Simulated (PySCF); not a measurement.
# Multinuclear NMR of CH9NO3Si4

Geometry (Å), atoms numbered from 1 in this order:
```xyz
18

N     3.7342    0.1290   -1.0849
C     2.9619   -0.5498   -0.5797
Si    1.6974   -1.6690    0.2342
O     0.8456   -0.8052    1.2955
Si   -0.2890    0.3358    1.5041
O     0.0727    1.6152    0.6029
Si    0.1857    2.2467   -0.8928
O    -1.7149   -0.2735    1.0703
Si   -2.5886   -0.9081   -0.1420
H     0.8618   -2.1942   -0.8465
H     2.3977   -2.6473    1.0596
H    -0.3184    0.6922    2.8973
H     1.1153    3.3525   -0.6980
H    -1.1581    2.6872   -1.2741
H     0.6740    1.2317   -1.8286
H    -2.3263   -0.1807   -1.3855
H    -2.2024   -2.3148   -0.2797
H    -3.9574   -0.7415    0.3361
```

- GIAO PBE0/pcSseg-1 shieldings
- geometry: GFN2-xTB
- program: PySCF 2.14.0 with density-fitted response routines
- non-relativistic Hamiltonian, in vacuum, a single conformation, rapidly exchanging positions averaged

Q: Predict the 29Si NMR data.

A: 
| atoms | environment | σ (ppm) | δ (ppm) |
| --- | --- | --- | --- |
| Si7/Si9 | silicon bonded to O, 3 H | 390.2 | -40.8 |
| Si3 | silicon bonded to C, O, 2 H | 412.4 | -59.0 |
| Si5 | silicon bonded to 3 O, H | 426.1 | -70.2 |

Shieldings were converted by a linear fit to measured shifts: 29Si (scatter 8.9 ppm rms, 25.8 ppm with the 6 outliers that the fit left out vs TMS, solution or neat liquid). Occasional misses reach two or three times the rms, and more in compound classes unlike the fitted ones.

On a 600 MHz spectrometer 29Si resonates near 119.2 MHz, so 1 ppm is 119.2 Hz.

Q: What are the 15N shifts?

A: 
```json
{"atoms": "N1", "environment": "nitrile nitrogen", "σ (ppm)": "-93.1", "δ (ppm)": "-62.3"}
```

Shieldings were converted by a linear fit to measured shifts: 15N: δ = -148.07 − 0.921σ (rms 6.3 ppm, 71 shifts vs CH3NO2, solution or neat liquid). A few per cent of atoms miss by over 2 rms, more outside the fitted compound classes.

On a 400 MHz spectrometer 15N resonates near 40.5 MHz, so 1 ppm is 40.5 Hz.

Q: What are the 17O shifts?

A: 
| atoms | environment | σ (ppm) | δ (ppm) |
| --- | --- | --- | --- |
| O4 | oxygen bonded to 2 Si | 267.9 | 22.7 |
| O6/O8 | oxygen bonded to 2 Si | 281.8 | 10.0 |

Shieldings were converted by a linear fit to measured shifts: 17O: δ = 266.70 − 0.911σ (rms 10.7 ppm, 155 shifts, 12.2 ppm with the 3 outliers that the fit left out vs liquid water, solution or neat liquid). A few per cent of atoms miss by over 2 rms, more outside the fitted compound classes.

On a 400 MHz spectrometer 17O resonates near 54.2 MHz, so 1 ppm is 54.2 Hz.
